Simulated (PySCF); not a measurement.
# Core-level binding energies of SeMe2

Species: SeMe2, C₂H₆Se.
Z-matrix (Å and degrees, PBE0-D3(BJ)/def2-SVP geometry), rows numbered from 1:
```
Se
C   1  1.9397
H   2  1.0991  1  110.84
H   2  1.0992  1  110.79  3  -122.46
H   2  1.0986  1  107.21  3   118.81
C   1  1.9397  2   96.87  3    61.89
H   6  1.0991  1  110.84  2    62.00
H   6  1.0992  1  110.78  2   -60.46
H   6  1.0986  1  107.22  2  -179.19
```

Theory: delta-SCF UKS SCAN, pcX-2 on the ionised atom, pcseg-1 elsewhere, spin-free X2C (PySCF). Vertical ΔSCF values, vacuum level as zero.

**Question.** What binding energy does each computed site have?

**Answer.** 
```json
{"atom(s)": "C2/C6", "environment": "carbon bonded to Se and 3 H", "level": "C 1s", "binding energy (eV)": "290.97", "count": "2"}
```

**Question.** What is the longest wavelength that can ionise C 1s of C2/C6 vertically?

**Answer.** λ = hc/E = 12398.42 eV Å / 290.97 eV = 42.611 Å.

**Question.** Which photon energy gives electrons from C 1s of C2/C6 a kinetic energy of 200 eV, and what is their de Broglie wavelength?

**Answer.** hν = 290.97 + 200 = 490.97 eV, recoil neglected; λ = 12.264 Å/√(E/eV) = 0.87 Å.

The first atom of each set that the bonding makes equivalent was ionised and stands for the set. No level of selenium is listed. Geometry: PBE0-D3(BJ)/def2-SVP; no solvent, vibrations or thermal averaging.
